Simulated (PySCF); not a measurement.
# [MnO4]3-: multiplets, ligand field and magnetism

The complex [MnO4]3- (charge -3) contains Mn(V), shell d2. The structure is a model geometry with rigid ligands and bond lengths from ionic radii, not a minimum; coordination tetrahedral, point group Td, metal–donor distances 1.69 Å.

The d shell alone is too small an active space for [MnO4]3- (an active orbital has only 0.61 squared overlap with the free ion's shell): its levels, fitted parameters, g values and moments show what this model gives and aren't sound predictions.

```
5

Mn    0.0000    0.0000    0.0000
O     0.9757    0.9757    0.9757
O    -0.9757   -0.9757    0.9757
O    -0.9757    0.9757   -0.9757
O     0.9757   -0.9757   -0.9757
```

Method (PySCF 2.14, density fitting): CASSCF(2,5) with orbitals averaged over all microstates of the shell, strongly contracted NEVPT2 on the averaged canonical orbitals; basis x2c-TZVPall on the metal, x2c-SVPall elsewhere; spin-free X2C; IEF-PCM water; spin-orbit coupling by state interaction with the mean-field operator over all roots.

Spin-free states:

```csv
2S+1,deg.,symmetry,free-ion term,CASSCF / cm⁻¹,NEVPT2 / cm⁻¹,f(ED)
3,1,3A2,3F 1.00,0,0,–
1,2,1E,1D 0.68,13555,11954,–
3,3,3T2,3F 1.00,14864,19646,0
1,1,1A1,1G 0.87,24011,21210,–
3,3,3T1,3F 0.62,21770,25872,1.5e-02
1,3,1T2,1D 0.73,27707,29278,–
1,3,1T1,1G 1.00,30130,31396,–
3,3,3T1,3P 0.62,35317,37497,4.9e-03
1,2,1E,1G 0.68,41583,44395,–
1,3,1T2,1G 0.73,45845,45115,–
1,1,1A1,1S 0.87,63808,54177,–
```

Energies are counted from the ground state at NEVPT2 level. Weights follow the labels. f(ED) is the electric-dipole oscillator strength from the ground state at the fixed geometry, without vibronic coupling; occupations, where given, run over the ligand-field orbitals from the lowest.

Ligand-field fit:

```
          cm⁻¹  CASSCF
          10Dq   14672
             B     818
   B, free ion    1425
             C    3252
   C, free ion    5410
rms of the fit    1083
```

| orbital | CASSCF / cm⁻¹ | metal share | main function |
| --- | --- | --- | --- |
| 1 | 0 | 0.84 | degenerate set |
| 2 | 0 | 0.84 | degenerate set |
| 3 | 14672 | 0.66 | degenerate set |
| 4 | 14672 | 0.66 | degenerate set |
| 5 | 14672 | 0.66 | degenerate set |

ζ = 274 cm⁻¹, against 464 for the free ion.

Spin-orbit levels:

```csv
E / cm⁻¹,deg.,make-up
0.0,3,1.00 3A2
11937.0,2,1.00 1E
19574.3,1,1.00 3T2
19611.8,3,1.00 3T2
19692.4,3,1.00 3T2
19696.5,2,0.99 3T2
21194.6,1,0.99 1A1
25787.8,3,1.00 3T1
25801.4,2,1.00 3T1
25980.4,3,1.00 3T1
26091.9,1,0.99 3T1
29275.3,3,1.00 1T2
31408.4,3,1.00 1T1
37394.5,1,1.00 3T1
37462.6,3,1.00 3T1
37573.9,2,1.00 3T1
37586.0,3,1.00 3T1
44415.9,2,1.00 1E
45135.7,3,1.00 1T2
54207.5,1,1.00 1A1
```

Magnetism:

The ground multiplet follows a spin Hamiltonian with S = 1, g = 1.962, 1.962, 1.962, D = 0 (spin-orbit part alone); the lowest levels hold 100 % of the spin-free ground state. μeff is 2.79 μB at 300 K and 2.77 μB at 10 K; the spin-only value is 2.83 μB.

```json
{"T / K": "2", "χT / cm³ K mol⁻¹": "0.963", "μeff / μB": "2.77"}
{"T / K": "5", "χT / cm³ K mol⁻¹": "0.963", "μeff / μB": "2.77"}
{"T / K": "10", "χT / cm³ K mol⁻¹": "0.963", "μeff / μB": "2.77"}
{"T / K": "20", "χT / cm³ K mol⁻¹": "0.964", "μeff / μB": "2.78"}
{"T / K": "30", "χT / cm³ K mol⁻¹": "0.964", "μeff / μB": "2.78"}
{"T / K": "50", "χT / cm³ K mol⁻¹": "0.965", "μeff / μB": "2.78"}
{"T / K": "75", "χT / cm³ K mol⁻¹": "0.966", "μeff / μB": "2.78"}
{"T / K": "100", "χT / cm³ K mol⁻¹": "0.967", "μeff / μB": "2.78"}
{"T / K": "150", "χT / cm³ K mol⁻¹": "0.969", "μeff / μB": "2.78"}
{"T / K": "200", "χT / cm³ K mol⁻¹": "0.972", "μeff / μB": "2.79"}
{"T / K": "250", "χT / cm³ K mol⁻¹": "0.974", "μeff / μB": "2.79"}
{"T / K": "300", "χT / cm³ K mol⁻¹": "0.976", "μeff / μB": "2.79"}
```

Powder magnetisation at 2 K: 0.42 μB at 0.5 T, 0.81 μB at 1 T, 1.36 μB at 2 T, 1.66 μB at 3 T, 1.89 μB at 5 T, 1.94 μB at 7 T.

Charge-transfer states lie outside this active space and may come lower than some of these levels. NEVPT2 lifts 3T2 from 14864 to 19646 cm⁻¹; on the d shell alone such lifts tend to overshoot. NEVPT2 on the d shell alone tends to put d–d bands too high for such charged or covalently bound ions.

The job took 4.5 s on one thread of AMD EPYC 9R14 (shared host), with 104 basis functions, launched as `OMP_NUM_THREADS=1 python lf_run.py task.json out`.
